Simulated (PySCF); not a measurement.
Rotational lines of TeF⁻

Lines J+1 ← J of the vibrational ground state, computed from RHF-CCSD(T) constants of TeF⁻, ¹Σ⁺ (singlet), closed shell (Te def2-SVPD with ECP28, F def2-SVPD; scalar-relativistic core potentials (PySCF 2.14); masses 129.9062 and 18.9984 u), in MHz:

```
J   ν (MHz)
2   43117.2
3   57488.8
4   71859.8
5   86229.9
6  100599.1
```

Find B0 and the effective bond length r0; with αe = 0.00170 cm⁻¹, find Re.

ν = 2B0(J+1) − 4D(J+1)³ gives B0 = 0.23971 cm⁻¹. With the reduced mass μred = 16.574 u, r0 = √(16.8576/(μred·B0)) (u, cm⁻¹, Å) = 2.0599 Å. Be = B0 + αe/2 = 0.24056 cm⁻¹ gives Re = 2.056 Å.

Correlated steps freeze 5 core orbitals. Correlated levels converge slowly with the basis: in double zeta they bind strong bonds too weakly, by up to about 1 eV, and carry superposition errors of some tenths. These are scalar-relativistic numbers at best; spin–orbit coupling would shift them, the dissociation energy most. For an ion De counts to the pair picked by the measured ionisation energies or electron affinities, which need not be the lowest pair at this level. Where the molecule has an RHF reference, its open-shell atoms are computed with UHF.
